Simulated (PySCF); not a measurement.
C3H3NSi.
Structure used (PBE0-D3(BJ)/def2-SVP), in Å, numbered top down from 1:
```xyz
8
C3H3NSi angstrom
C      2.3233    0.4281   -0.3071
C      1.1909    0.0617   -0.0585
Si    -0.5112   -0.4729    0.3155
C     -1.6722    0.8744   -0.2268
N     -2.4002    1.7115   -0.5631
H      3.3271    0.7488   -0.5256
H     -0.7046   -0.6655    1.7758
H     -0.8683   -1.6992   -0.4431
```

Computed, not measured: PySCF 2.14.0, delta-SCF UKS SCAN, pcX-2 on the ionised atom, pcseg-1 elsewhere, spin-free X2C. Binding energies are ΔSCF values: E(core-ionised, relaxed orbitals) − E(ground state) at a fixed geometry, referred to the vacuum level.

Some binding energies are withheld.

| atom(s) | bonded to | level | binding energy (eV) |
| --- | --- | --- | --- |
| C1 | C (triple bond) and H | C 1s | ? |
| C2 | C (triple bond) and Si | C 1s | 291.01 |
| C4 | N (triple bond) and Si | C 1s | ? |
| N5 | C (triple bond) | N 1s | 405.46 |
| Si3 | 2 C and 2 H | Si 1s | 1848.30 |
| Si3 | 2 C and 2 H | Si 2p3/2 | ? |

Q: What is the C 1s binding energy of C1?

A: 291.31 eV (terminal alkyne carbon). The other listed C 1s value is that of C2; the shift against it is +0.30 eV.

Q: What is the Si 2p3/2 binding energy of Si3?

A: 108.41 eV (SiH2 silicon), with 2p1/2 at 109.04 eV.

Q: What is the C 1s binding energy of C4?

A: 291.99 eV (cyano carbon). The other listed C 1s value is that of C2; the shift against it is +0.98 eV.

The listed C 1s values span 0.98 eV, from C2 (bonded to C (triple bond) and Si) to C4 (bonded to N (triple bond) and Si). The widest gap between neighbouring values is 0.68 eV, between 291.31 and 291.99 eV. Summing the Pauling electronegativity differences to the bonded atoms, each weighted by its formal bond order, gives -0.65 for the lowest site and +0.82 for the highest; no listed site has a larger sum than the highest.

Q: Which effective nuclear charge Zeff reproduces each element's mean 1s value in the hydrogen-like formula E = 13.606 eV × Zeff²?

A: C (Z = 6): mean 291.4 eV, Zeff = 4.63, Z − Zeff = 1.37; N (Z = 7): mean 405.5 eV, Zeff = 5.46, Z − Zeff = 1.54; Si (Z = 14): mean 1848.3 eV, Zeff = 11.66, Z − Zeff = 2.34. Means run over the listed sites, weighted by atom count.

The unrestricted hole states depart most from a pure doublet (⟨S²⟩ = 0.75; over 0.85 named) for C 1s of C1 (0.87) and C 1s of C2 (0.86), which makes these values less certain. For 2p shells one spin-free hole was relaxed; a mean-field spin–orbit operator and the ground-state splitting of the three 2p orbitals were then diagonalised within the shell. The shell's mean is (2 × 2p3/2 + 2p1/2)/3, and the degeneracies 2j + 1 give areas of 2:1. 2p1/2 minus 2p3/2 (ligand field included): Si 0.62 eV. Isolated species at its PBE0-D3(BJ)/def2-SVP geometry, gas phase.
